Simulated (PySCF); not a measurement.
C3H9Hf, SMILES [CH3][Hf]([CH3])[CH3] (connectivity only; charge and spin as stated), neutral, multiplicity 2.

Coordinates come from a PBE0-D3(BJ)/def2-SVP optimisation. The multiplicity is an assumed one; other spin states were not compared. The def2 effective core potentials stand for the cores of Hf; spin–orbit coupling is left out.

All values below come from PBE0-D3(BJ)/def2-SVP (PySCF 2.14.0).

Frequencies are harmonic and unscaled.

Modes within 1.5 cm⁻¹ of each other (mostly degenerate sets) share a row, with their intensities summed.

**Question.** List the normal modes with their intensities. (Estimate from the structure and the level; the computed values follow.)

**Answer.** 
| mode | ν (cm⁻¹) | IR (km/mol) | moving atoms (share of kinetic energy) |
|---|---|---|---|
| 1 | 82 | 0.1 | C 52 %, H 31 %, Hf 17 % |
| 2–3 | 99 | 0.0 | H 82 %, C 16 % |
| 4 | 105 | 0.0 | H 100 % |
| 5–6 | 126 | 0.1 | H 56 %, C 39 % |
| 7 | 339 | 0.0 | H 87 %, C 13 % |
| 8–9 | 345 | 9.8 | H 85 %, C 15 % |
| 10 | 386 | 0.0 | H 69 %, C 31 % |
| 11–12 | 453 | 43.6 | C 52 %, H 44 % |
| 13 | 522 | 14.0 | C 61 %, H 37 % |
| 14–15 | 550 | 105.6 | H 54 %, C 39 % |
| 16–17 | 1153 | 90.7 | H 77 %, C 23 % |
| 18 | 1156 | 0.4 | H 77 %, C 23 % |
| 19 | 1385 | 0.0 | H 94 % |
| 20–21 | 1389 | 11.9 | H 95 % |
| 22–23 | 1394 | 0.3 | H 95 % |
| 24 | 1396 | 24.6 | H 94 % |
| 25–26 | 2985 | 3.1 | H 97 % |
| 27 | 2988 | 2.6 | H 97 % |
| 28–29 | 3087 | 0.8 | H 92 %, C 8 % |
| 30 | 3090 | 6.2 | H 92 %, C 8 % |
| 31 | 3122 | 0.0 | H 91 %, C 9 % |
| 32–33 | 3125 | 12.9 | H 91 %, C 9 % |
